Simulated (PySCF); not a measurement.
## BeTl⁺: one state, many levels of theory

State: ¹Σ⁺ (singlet), closed shell. Set-up: PySCF, scalar-relativistic core potentials, basis sets Be aug-cc-pVDZ, Tl aug-cc-pVDZ-PP with ECP60. De refers to Be + Tl⁺ in their ground configurations, without counterpoise correction. A positive dipole points towards Tl; it is taken about the centre of mass and depends on that origin.

```csv
Level,Re (Å),ωe (cm⁻¹),De (eV),μ (D)
RHF-MP2,3.156,168,n/a,n/a
RHF-SCS-MP2,3.223,156,n/a,n/a
RHF-CCSD,3.233,147,n/a,n/a
RHF-CCSD(T),3.193,154,n/a,n/a
PBE,3.059,192,n/a,-4.13
PW91,3.049,194,n/a,-4.18
r²SCAN,3.038,196,n/a,-4.29
TPSSh,3.106,185,n/a,-3.98
PBE0,3.068,192,n/a,-4.05
B2PLYP,3.127,177,n/a,-3.89
```

Problem. What does a quarter of exact exchange do here, going from PBE to PBE0?

Solution. PBE0 less PBE: +0.9 pm in Re, +0.0 % in ωe. Exact exchange removes part of the self-interaction that spreads semilocal densities, and in most molecules shortens and stiffens the bond and lowers De; here Re goes the other way.

Problem. What does the triples do here, going from RHF-CCSD to RHF-CCSD(T)?

Solution. RHF-CCSD(T) less RHF-CCSD: -4.0 pm in Re, +4.8 % in ωe. Correlation nearly always deepens the well. The bond shortens, as in weak, metallic or heavy-atom bonds, where dispersion and the correlation of outer-core electrons pull the atoms together.

Correlated steps freeze 4 core orbitals. Closed-shell solutions of metal pairs were not tested for spin polarisation, which can lower them a little. Spin–orbit coupling is left out. B2PLYP dipoles, levels and charges come from its SCF part alone.

The whole job (state search and all levels along the bond) took about 2.2 min on 1 thread of Arm Neoverse N1 (shared host), peak memory 0.7 GiB.
